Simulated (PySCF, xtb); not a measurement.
Si(H)2(NCO)(OH) (CH3NO2Si), SMILES O=C=N[SiH2]O.

GFN2-xTB in xtb at its own geometry gives an orbital gap of 5.77 eV and a dipole moment of 2.35 D.

The structure is a stationary point at PBE0-D3(BJ)/def2-SVP. One conformer was computed; it need not be the lowest.

### Question
What does CAM-B3LYP/def2-TZVP in PySCF give? (An estimate is asked for; the answer gives what the named calculation found.)

### Answer
gap 10.78 eV (levels -10.01 and 0.76 eV), dipole 2.07 D.
